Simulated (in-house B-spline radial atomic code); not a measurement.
Configurations of Nd IV (Nd3+), with energies counted from [Xe] 4f3. Level of theory: scalar-relativistic (X2C) CAM-B3LYP, spin-polarised, spherical fractional occupations, exact exchange averaged over the configuration, Fermi nucleus of rms radius 4.9123 fm; calculated with a radial B-spline atomic code at the basis-set limit. Shells without spins written out take the highest spin.

Occupations are held fixed; configurations that lie above the ionisation limit could autoionise.

```csv
configuration,E - E(ref) (eV),highest orbital,its <r> (bohr)
[Kr] 4d10 4f3 5s2 5p5 5d1,22.679,5d up,2.204
[Xe] 4f2 6d1,25.23,6d up,4.815
[Kr] 4d9 4f3 5s2 5p6 6p1,134.08,6p up,3.645
```

Q: Order these further configurations by energy, lowest first.
A. [Kr] 4d10 4f3 5s2 5p5 6p1
B. [Kr] 4d10 4f4 5s2 5p5
C. [Xe] 4f2 6p1
D. [Xe] 4f2 5d1

A: D (9.1618 eV), B (16.958 eV), C (18.443 eV), A (31.782 eV).
